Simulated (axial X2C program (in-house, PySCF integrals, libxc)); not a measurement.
Potential curves of HfF, spin-free

Calculated with an in-house relativistic program for diatomic molecules. Spin-free means the one-electron spin-free X2C Hamiltonian. Basis: Hf dyall-cv3z [13s14p9d7f4g], F dyall-av3z [7s6p3d2f] (cores contracted in-house); Gaussian nuclei, density fitting, unrestricted open shells. Masses: Hf 179.947 u, F 18.998 u.

State: M_S = 1/2, Λ = 2 (beyond evenly filled blocks: δ+α). Energies in eV from the fragments at the same level (Hf + F). Fits are polynomials in 1 − R0/R over 0.85 to 1.23 times the lowest point R0.

```csv
R (Å),PBE0,PBEsol,HF
1.7484,-6.5679,-7.2837,-4.7674
1.8042,-6.7175,-7.4117,-4.9867
1.8600,-6.7503,-7.4261,-5.0808
1.9251,-6.6799,-7.3379,-5.0718
1.9902,-6.5263,-7.1701,-4.9701
2.0739,-6.2489,-6.8792,-4.7469
```

One determinant describes the state; a PBE0 search over occupations chose it and may have missed a lower one. Dissociation energies refer to the lowest single-determinant-based atoms at the same level and basis. Without a current term, density functionals place determinants with orbital angular momentum somewhat too high. The determinant is spin-polarised beyond a pure state at some levels (its spin-free form has ⟨S²⟩ too high), which makes Re and μ there less reliable.

(1) What are Re, ωe and De at the PBE0 level?

(2) What are Re, ωe and De at the PBEsol level?

(3) Fit the HF curve near its minimum: give the equilibrium distance, the harmonic wavenumber and the well depth.

## Answers

(1) At PBE0, spin-free: Re = 1.850 Å, ωe ≈ 681 cm⁻¹, De = 6.75 eV to Hf + F; Be follows as 0.286 cm⁻¹.

(2) At PBEsol, spin-free: Re = 1.840 Å, ωe ≈ 689 cm⁻¹, De = 7.43 eV to Hf + F; Be follows as 0.29 cm⁻¹.

(3) At HF, spin-free: Re = 1.886 Å, ωe ≈ 649 cm⁻¹, De = 5.09 eV to Hf + F; Be follows as 0.276 cm⁻¹.
